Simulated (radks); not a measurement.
Exchange energies: the exact (Fock) value of the Kohn-Sham orbitals and density-functional approximations, in hartree. Species: Fe3+ [Ar] 3d5; S4+ [Ne] 3s2; Yb34+ [Kr]; Al3+ [Ne]; B2+ [He] 2s1. All-electron calculation, non-relativistic Kohn-Sham, exchange-only PBE, spin-polarised, spherical densities, point nucleus. Program: a radial shooting solver on a logarithmic mesh with Libxc functionals. Every spin shell is full or empty, so the densities are truly spherical. Functionals are evaluated on that one density, not self-consistently.

functional,Fe3+,S4+,Yb34+,Al3+,B2+
exact,-53.6085,-23.4903,-224.089,-17.3929,-3.21744
LDA,-50.114,-21.568,-213.19,-15.894,-2.7881
B88,-53.646,-23.501,-224.19,-17.391,-3.2090
PBE,-53.370,-23.374,-223.13,-17.284,-3.1777
SOGGA,-52.038,-22.648,-219.00,-16.731,-3.0326
APBE,-53.887,-23.649,-224.76,-17.491,-3.2283
TPSS,-53.657,-23.553,-223.36,-17.445,-3.2299
revTPSS,-53.266,-23.394,-221.96,-17.339,-3.2258
r2SCAN,-53.620,-23.486,-223.74,-17.418,-3.2144
MS2,-53.505,-23.526,-222.74,-17.426,-3.2327
Tao-Mo,-53.379,-23.472,-222.24,-17.389,-3.2344
MVS,-53.589,-23.417,-224.04,-17.375,-3.2121
